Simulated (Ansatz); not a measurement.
Consider the isomerisation: `F[SiH2]N[SiH2]F` → `N[Si](F)(F)[SiH3]`.

Isolated molecules relaxed with PBE0-D4/def2-TZVP in Ansatz; ΔE leaves out vibrations. CCSD(T)/CBS adds triple-zeta CCSD(T) − MP2 to the extrapolated MP2 energy (def2 sets, frozen cores). DFT in def2-TZVPP. B3LYP here is the variant with VWN-RPA as its local correlation; programs differ in this. Each species was taken in one conformer, which may not be the lowest.

| level | ΔE (kJ/mol) |
| --- | --- |
| r2SCAN-D4 | 48.6 |
| B3LYP-D4 | 53.6 |
| ωB97M-V | 59.7 |
| B2PLYP | 61.0 |
| PBE | 36.7 |
| SCS-MP2/def2-TZVPP | 71.5 |
| HF/CBS(def2) | 74.7 |
| CCSD/CBS(def2) | 61.0 |

Task: What does CCSD(T)/CBS give? (Estimate.)

Result: Computed: +59.5 kJ/mol. The listed levels differ from it by -10.9, -5.9, 0.2, 1.5, -22.8, 12.0, 15.2, 1.5 kJ/mol.

Largest T1 diagnostic among the species: 0.012.

From PBE to PBE0 (25 % exact exchange), in def2-TZVPP and without D4, ΔE moves by +6.2 kJ/mol. In def2-TZVPP, CCSD(T) changes the Hartree–Fock value by −13.1 kJ/mol (the triples alone add −1.5 kJ/mol) and MP2 by −3.6 kJ/mol.

CCSD(T)/CBS has its own doubt, a few kJ/mol and more with outer-core shells, so smaller differences from it don't rank the levels.
